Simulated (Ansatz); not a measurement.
Stepwise reaction of `C[S][SnH]([F])[F]` with hydrogen chloride, as a gas-phase model of exchange steps in deposition or etching. ΔE in kJ/mol.

Computed with Ansatz on PBE0-D4/def2-TZVP structures; ΔE is electronic, products minus reactants. CBS: MP2 limit from def2 TZ/QZ plus the TZ coupled-cluster correction, frozen cores. This one scheme is used for every species. Functionals use def2-TZVPP. B3LYP here is the variant with VWN-RPA as its local correlation; programs differ in this. def2 core potentials past Kr. For Sn outer-core shells are correlated without core-valence functions, which leaves a few kJ/mol of doubt a bond. One conformer a species, not always the lowest.

```csv
step,reaction,PBE-D4,B3LYP-D4,ωB97M-V,CCSD(T)/CBS
2,`C[S][SnH]([F])[Cl]` + HCl → `C[S][SnH]([Cl])[Cl]` + H–F,-32.2,-32.0,-32.3,-37.8
```

Task: Give the row of step 1, `C[S][SnH]([F])[F]` + HCl → `C[S][SnH]([F])[Cl]` + H–F. (An estimate is asked.)

Result: Ansatz gave: 
```tsv
step	reaction	PBE-D4	B3LYP-D4	ωB97M-V	CCSD(T)/CBS
1	`C[S][SnH]([F])[F]` + HCl → `C[S][SnH]([F])[Cl]` + H–F	-32.3	-31.7	-32.0	-37.0
```

Task: By hand: ΔE of the 2 steps together at CCSD(T)/CBS.

Result: (-37.0) + (-37.8) = -74.8 kJ/mol, or -37.4 kJ/mol a step.

In ΔE the steps differ by no more than 0.8 kJ/mol. All are downhill at CCSD(T)/CBS. PBE-D4 differs from CCSD(T)/CBS by 4.7 to 5.6 kJ/mol a step. Isolated molecules leave out the surface, adducts and barriers. Largest T1 diagnostic: 0.014.
